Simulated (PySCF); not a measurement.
PySCF input (BP86/def2-SVP):

```python
from pyscf import gto, dft

mol = gto.M(
    atom='''
    Sn   -0.00000000   -0.00000000   -0.26145457
    O     0.00000000    0.00000000    1.63409107
    ''',
    basis='def2-svp',
    ecp='def2-svp',
    charge=-1,
    spin=1,
    symmetry='C2v',
    verbose=4,
)

mf = dft.UKS(mol, xc='bp86')
mf.grids.level = 3
mf.conv_tol = 1e-9
mf.max_cycle = 100
mf.max_memory = 1500
mf.kernel()
if not mf.converged:
    mf = mf.newton()
    mf.kernel(mf.make_rdm1())
mf.dip_moment()
```

Predict the final energy.

-289.57735 Eh.
